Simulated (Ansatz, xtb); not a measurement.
# C6H11N: which of two isomers lies lower

We compare X, `N[C@@H]1[C@H]2CCC[C@@H]12`, a singlet, with Y, `N[C@@H]1CC=CCC1`, a singlet. Both are isolated molecules in the gas phase, relaxed with PBE0-D3(BJ)/def2-SVP; the shapes shown needn't be the lowest conformers.

X (Å):

```yaml
atoms:
  - { symbol: C, position_ang: [-0.4540, 1.1420, 1.6653] }
  - { symbol: C, position_ang: [-1.4146, 1.2155, 0.5024] }
  - { symbol: C, position_ang: [-0.8544, 1.0113, -0.8989] }
  - { symbol: C, position_ang: [-0.7836, -0.5132, -1.0773] }
  - { symbol: C, position_ang: [-0.5474, -1.0784, 0.3321] }
  - { symbol: C, position_ang: [-1.2162, -0.0791, 1.2685] }
  - { symbol: N, position_ang: [-0.7167, 1.7492, 2.9328] }
  - { symbol: H, position_ang: [-1.6560, 1.5249, 3.2521] }
  - { symbol: H, position_ang: [-0.6674, 2.7640, 2.8606] }
  - { symbol: H, position_ang: [0.6129, 1.1481, 1.3991] }
  - { symbol: H, position_ang: [-2.3261, 1.8057, 0.6420] }
  - { symbol: H, position_ang: [0.1502, 1.4619, -0.9855] }
  - { symbol: H, position_ang: [-1.4813, 1.4901, -1.6658] }
  - { symbol: H, position_ang: [-1.7557, -0.8755, -1.4508] }
  - { symbol: H, position_ang: [-0.0203, -0.8309, -1.8052] }
  - { symbol: H, position_ang: [-0.9666, -2.0891, 0.4477] }
  - { symbol: H, position_ang: [0.5310, -1.1566, 0.5514] }
  - { symbol: H, position_ang: [-1.9847, -0.4380, 1.9615] }
```

Y (Å):

```json
{"atom": "C", "x (Å)": "-1.5436", "y (Å)": "-0.4468", "z (Å)": "1.4559"}
{"atom": "C", "x (Å)": "-0.3639", "y (Å)": "0.5208", "z (Å)": "1.4423"}
{"atom": "C", "x (Å)": "0.4977", "y (Å)": "0.3712", "z (Å)": "0.2250"}
{"atom": "C", "x (Å)": "0.1225", "y (Å)": "-0.3077", "z (Å)": "-0.8647"}
{"atom": "C", "x (Å)": "-1.2175", "y (Å)": "-0.9675", "z (Å)": "-0.9989"}
{"atom": "C", "x (Å)": "-2.1943", "y (Å)": "-0.4908", "z (Å)": "0.0710"}
{"atom": "N", "x (Å)": "-2.4355", "y (Å)": "-0.1090", "z (Å)": "2.5485"}
{"atom": "H", "x (Å)": "-2.8677", "y (Å)": "0.7977", "z (Å)": "2.3698"}
{"atom": "H", "x (Å)": "-3.2006", "y (Å)": "-0.7793", "z (Å)": "2.5984"}
{"atom": "H", "x (Å)": "-1.1391", "y (Å)": "-1.4552", "z (Å)": "1.6646"}
{"atom": "H", "x (Å)": "0.2300", "y (Å)": "0.3846", "z (Å)": "2.3608"}
{"atom": "H", "x (Å)": "-0.7470", "y (Å)": "1.5594", "z (Å)": "1.4989"}
{"atom": "H", "x (Å)": "1.4848", "y (Å)": "0.8451", "z (Å)": "0.2471"}
{"atom": "H", "x (Å)": "0.8160", "y (Å)": "-0.3942", "z (Å)": "-1.7082"}
{"atom": "H", "x (Å)": "-1.6272", "y (Å)": "-0.7820", "z (Å)": "-2.0064"}
{"atom": "H", "x (Å)": "-1.0914", "y (Å)": "-2.0654", "z (Å)": "-0.9377"}
{"atom": "H", "x (Å)": "-2.5495", "y (Å)": "0.5265", "z (Å)": "-0.1773"}
{"atom": "H", "x (Å)": "-3.0862", "y (Å)": "-1.1391", "z (Å)": "0.0977"}
```

Q: Estimate which is lower in electronic energy at CCSD(T)/def2-SVP + ΔMP2/def2-TZVPP, and by roughly how much.

A: The CCSD(T)/def2-SVP + ΔMP2/def2-TZVPP calculation puts structure Y lower, by 0.667 eV.

The same difference at several levels:

| level | geometry | E(Y) − E(X) (eV) | departure from the last row (eV) | job, with rough time for the two |
| --- | --- | --- | --- | --- |
| GFN2-xTB | GFN2-xTB | −0.013 | +0.653 | optimisation, 0.15 s |
| HF/STO-3G | GFN2-xTB | −0.112 | +0.555 | single point, 0.4 s |
| r2SCAN-D4/def2-SVP | GFN2-xTB | −0.538 | +0.128 | single point, 4.3 s |
| PBE0-D3(BJ)/def2-SVP | PBE0-D3(BJ)/def2-SVP | −0.456 | +0.210 | optimisation, 44 s |
| HF/def2-SVP | PBE0-D3(BJ)/def2-SVP | −0.711 | −0.044 | part of the CCSD(T) run |
| MP2/def2-SVP | PBE0-D3(BJ)/def2-SVP | −0.499 | +0.167 | part of the CCSD(T) run |
| CCSD(T)/def2-SVP | PBE0-D3(BJ)/def2-SVP | −0.624 | +0.043 | single point |
| CCSD(T)/def2-SVP + ΔMP2/def2-TZVPP | PBE0-D3(BJ)/def2-SVP | −0.667 |  | single point, 94 s |

As drawn, Y has 1 C=C in place of 2 C–C. Structure X has a 3-membered ring and a 5-membered ring, Y a 6-membered ring.

GFN2-xTB finds them nearly level. The largest departure from CCSD(T)/def2-SVP + ΔMP2/def2-TZVPP is that of GFN2-xTB, 0.653 eV. The last row adds to CCSD(T) the change of the MP2 difference between the two basis sets, here −0.043 eV.

With thermal terms from frequencies at re-optimised GFN2-xTB minima (ideal gas, soft modes damped towards free rotors, one conformer each, 298.15 K, 1 atm): on the last row, ΔE + ΔZPE = −0.687, ΔH = −0.681, ΔG = −0.689 eV.

The correlated steps freeze 7 core orbitals. Programs: Ansatz 0.2.0, xtb 6.7.1; the last row on 4 threads of Arm Neoverse V1 on a shared host.
